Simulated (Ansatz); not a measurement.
Relaxation of Ge(GeH3)2H2 (Ge3H8) with RKS r2SCAN-D4/def2-SVP.

```sh
$ ansatz run in.yaml --threads 4 --pin off --events-out ev --progress --plain --max-ram 3916MiB
```

```yaml
crystal:
  periodic: [false, false, false]
  atoms:
    - {symbol: Ge, position_ang: [-0.740390, 0.002390, -0.524510]}
    - {symbol: Ge, position_ang: [-0.896540, -0.014270, 1.851290]}
    - {symbol: H, position_ang: [-0.337180, -1.258470, 2.474630]}
    - {symbol: H, position_ang: [-2.302540, 0.089430, 2.362780]}
    - {symbol: H, position_ang: [-0.150920, 1.112870, 2.501160]}
    - {symbol: Ge, position_ang: [1.450440, 0.012390, -1.455730]}
    - {symbol: H, position_ang: [2.241790, -1.219640, -1.129610]}
    - {symbol: H, position_ang: [2.296130, 1.153760, -0.973470]}
    - {symbol: H, position_ang: [1.471500, 0.112940, -2.952110]}
    - {symbol: H, position_ang: [-1.519010, 1.179130, -1.068720]}
    - {symbol: H, position_ang: [-1.513290, -1.170530, -1.085700]}
basis:
  gaussian: {orbitals: def2-SVP}
hamiltonian: {xc: r2scan, dispersion: d4}
scf: {lower_state_search: "off"}
output: {orbitals: {seedname: orbitals}}
relax: {f_tol: 0.02, max_steps: 100}
```

Run time 14 s (4 threads of Arm Neoverse V1 on a shared host).

Positions (Å) and forces (eV/Å) at steps 1, 2, 4, 6 of 6:

```xyz
11
step=1 energy=-169663.3003 eV
Ge   -0.740    0.002   -0.525   -0.092   -0.008   -0.068
Ge   -0.897   -0.014    1.851    0.109   -0.008    0.030
H    -0.337   -1.258    2.475    0.314   -0.676    0.109
H    -2.303    0.089    2.363   -0.751    0.058    0.019
H    -0.151    1.113    2.501    0.411    0.623    0.131
Ge    1.450    0.012   -1.456    0.087    0.002    0.090
H     2.242   -1.220   -1.130    0.212   -0.668    0.262
H     2.296    1.154   -0.973    0.244    0.619    0.347
H     1.472    0.113   -2.952   -0.238    0.047   -0.716
H    -1.519    1.179   -1.069   -0.146    0.542   -0.099
H    -1.513   -1.171   -1.086   -0.149   -0.532   -0.106
11
step=2 energy=-169663.4594 eV
Ge   -0.778    0.002   -0.553    0.122    0.005    0.090
Ge   -0.849   -0.015    1.860   -0.105   -0.002   -0.166
H    -0.258   -1.326    2.397   -0.003    0.011    0.051
H    -2.328    0.094    2.260    0.022   -0.007    0.156
H    -0.067    1.177    2.429   -0.004   -0.005    0.044
Ge    1.477    0.012   -1.414   -0.188   -0.004   -0.050
H     2.197   -1.287   -1.030    0.045    0.014   -0.020
H     2.255    1.217   -0.867    0.035   -0.010   -0.023
H     1.364    0.114   -2.944    0.158   -0.003   -0.022
H    -1.507    1.261   -1.060   -0.039   -0.035   -0.028
H    -1.506   -1.249   -1.079   -0.043    0.036   -0.032
11
step=4 energy=-169663.4775 eV
Ge   -0.789    0.009   -0.560    0.005    0.000    0.004
Ge   -0.865   -0.017    1.859   -0.014    0.000   -0.015
H    -0.249   -1.315    2.406    0.010    0.005   -0.011
H    -2.321    0.072    2.345    0.002   -0.002    0.006
H    -0.087    1.175    2.437    0.006   -0.004   -0.011
Ge    1.470    0.009   -1.430   -0.018   -0.001   -0.008
H     2.206   -1.279   -1.027   -0.007    0.004    0.013
H     2.258    1.212   -0.887   -0.009   -0.004    0.009
H     1.447    0.096   -2.965    0.006   -0.001    0.000
H    -1.528    1.259   -1.075    0.010    0.001    0.007
H    -1.542   -1.221   -1.104    0.009    0.002    0.006
11
step=6 energy=-169663.4792 eV
Ge   -0.815    0.017   -0.578   -0.009    0.004   -0.006
Ge   -0.851   -0.020    1.838   -0.002   -0.007    0.014
H    -0.194   -1.309    2.358   -0.005    0.011   -0.005
H    -2.293    0.045    2.368    0.004   -0.002    0.006
H    -0.069    1.181    2.395   -0.005   -0.004   -0.003
Ge    1.455    0.005   -1.410    0.011   -0.006   -0.005
H     2.176   -1.277   -0.963   -0.006    0.009   -0.003
H     2.225    1.214   -0.853   -0.004   -0.004   -0.003
H     1.479    0.073   -2.945    0.007   -0.001    0.000
H    -1.540    1.278   -1.084    0.004   -0.004    0.003
H    -1.573   -1.207   -1.126    0.004    0.004    0.003
```
